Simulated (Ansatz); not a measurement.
# Which is lower?

Two relaxed structures of LiBSiH₃S (charge -1), closed shell (PBE0-D4/def2-TZVPD; forces vanish, vibrations not checked).

A:

| atom | x (Å) | y (Å) | z (Å) |
| --- | --- | --- | --- |
| Li1 | -0.4320 | 0.2058 | -0.9547 |
| B2 | 0.4618 | -0.2400 | 1.0494 |
| Si3 | 1.2004 | -0.6052 | 2.7181 |
| S4 | -1.3288 | 0.6426 | -3.0062 |
| H5 | 0.9952 | 0.7630 | 1.7671 |
| H6 | -0.3506 | -0.5280 | 2.0803 |
| H7 | -0.5460 | -0.2381 | -3.6540 |

B:

Li1  (-1.541, -0.464, 1.509)
B2  (-0.776, -0.192, -0.420)
Si3  (0.755, -0.384, 0.788)
S4  (-0.820, 0.009, -2.191)
H5  (1.823, 0.703, 0.759)
H6  (0.099, 0.031, 2.151)
H7  (0.460, 0.297, -2.595)
(Å)

Computed with Ansatz 0.2.0 (basis: def2-TZVPPD); correlated methods freeze the cores. The outer core shell of Li, Na, Mg and K is correlated. B3LYP uses VWN-RPA correlation.

Which structure is lower at CCSD(T), and by how much? (Judge from chemistry; the value comes from the calculation.)

Computed: A, by 57.4 kJ/mol (electronic energy, against the other). By their contacts, A is LiBSiH₃S ([SH][Li][B]12[H][Si]1[H]2), total charge -1 and B is LiBSiH₃S ([SH][B]1[Li]2[H][SiH]21), total charge -1.

All methods give the same order:

```tsv
method	E(B) − E(A) (kJ/mol)
PBE-D4	29.6
r2SCAN-D4	30.3
PBE0-D4	36.5
B3LYP-D4	42.2
wB97M-V	63.1
HF	64.0
MP2	57.7
CCSD	62.3
CCSD(T)	57.4
```

The T1 diagnostic stays at or below 0.024. The restricted Hartree–Fock reference is unstable towards an unrestricted one at one or more of these structures.

Labels in which every atom is bracketed show which atoms are joined, not bond orders.

For scale, one of the runs: CCSD(T)/def2-TZVPPD, 209 basis functions, launched by `ansatz run in.yaml --threads 2 --pin off --events-out ev --progress --plain --max-ram 4352MiB`. The run took 76 s on 2 CPU threads of an Arm Neoverse V2 (shared host), with 2.7 GiB of host memory at its peak.
